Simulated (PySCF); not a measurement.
**Sn⁻ (tin, charge -1) across methods**

[Kr] 4d10 5s2 5p3, high-spin 4S determinant. Calculation: PySCF 2.14, in aug-cc-pVQZ-PP with ECP28MDF (7s7p5d3f2g, 92 functions); scalar relativity through the core potential.

```tsv
method	E (hartree)	mean ε 5s α (eV)	mean ε 5s β (eV)	mean ε 5p α (eV)	Σ⟨r²⟩ (bohr²)	⟨S²⟩
PBE0	-214.3115	-6.688	-4.621	0.264	87.75	3.751
LDA	-213.9682	-5.558	-4.380	0.877	90.71	3.751
r2SCAN	-214.3869	-5.764	-3.884	0.780	87.12	3.753
M06-2X	-214.2423	-7.872	-4.452	-0.337	84.30	3.755
UHF	-213.37569	-10.261	-5.744	-1.587	86.27	3.755
wB97X-V	-214.2683	-9.300	-6.863	-1.362	85.74	3.753
wB97M-V	-214.2539	-9.211	-6.754	-1.366	87.14	3.753
PBE	-214.3025	-5.364	-4.012	0.934	91.49	3.751
```

Energies and moments cover only the electrons outside the core potential.

The highest occupied level is positive at PBE0, LDA, r2SCAN, PBE: only the finite basis holds that electron, which in a density functional comes from self-interaction.
